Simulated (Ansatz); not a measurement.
SnH2F (SMILES [F][SnH2]): the vertical ionisation energy from total energies

The species is SnH2F (4 atoms), meant as a doublet with charge 0. As SMILES, `[F][SnH2]`. Geometry: relaxed at PBE0-D4/def2-TZVP.

Both states at this one shape; open shells run unrestricted unless said. 1 Eh = 27.2114 eV.

```tsv
level	program	doublet SnH2F (Eh)	singlet SnH2F+ (Eh)
USVWN5/STO-3G	Ansatz	-6058.440879	-6058.236907
UB3LYP/STO-3G	Ansatz	-6064.856002	-6064.642716
UBHLYP/STO-3G	Ansatz	-6065.019399	-6064.801472
```

Task: Work out the vertical ionisation energy at each level.

Result: 
1. USVWN5/STO-3G: -6058.236907 − (-6058.440879) = 0.203972 Eh = 5.55 eV.
2. UB3LYP/STO-3G: -6064.642716 − (-6064.856002) = 0.213286 Eh = 5.80 eV.
3. UBHLYP/STO-3G: -6064.801472 − (-6065.019399) = 0.217927 Eh = 5.93 eV.

No measured value is set beside it here; the levels span 5.55 to 5.93 eV. Spin-orbit coupling, which splits open shells on such heavy atoms by tenths of an eV, is left out. Minimal sets are far from the basis-set limit. All-electron rows are non-relativistic unless named.
